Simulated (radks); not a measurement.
Isoelectronic series with 40 electrons, each ion in its NIST ground configuration. All-electron calculation, Dirac Kohn-Sham, PBEsol, spin-unpolarised, spherical densities, finite nucleus; open shells are shared between the two j in proportion to 2j + 1; Fermi nuclear charge, rms radius of each element as measured or else 0.836 A^(1/3) + 0.57 fm. Program: a radial shooting solver on a logarithmic mesh with Libxc functionals. Total energies (hartree) and orbital eigenvalues (eV):

ion    configuration  E (hartree)      4d5/2      4d3/2
Zr      [Kr] 4d2 5s2  -3596.86566    -3.5611    -3.6901
Tc3+        [Kr] 4d4  -4282.05560   -34.9875   -35.3365
Pd6+        [Kr] 4d4  -5034.75923   -91.4341   -92.1682
In9+        [Kr] 4d4  -5855.46276  -165.9061  -167.1939
Te12+       [Kr] 4d4  -6745.12295  -257.1737  -259.2240
Cs15+       [Kr] 4d4   -7704.9124  -364.6997  -367.7648
Ce18+       [Kr] 4d4   -8736.1659  -488.1960  -492.5761
Pm21+       [Kr] 4d4   -9840.3960  -627.4928  -633.5403
Gd24+       [Kr] 4d4  -11019.2690  -782.4857  -790.6101
Ho27+       [Kr] 4d4  -12274.7501  -953.1098  -963.7817
Yb30+       [Kr] 4d4  -13608.8930  -1139.327  -1153.083
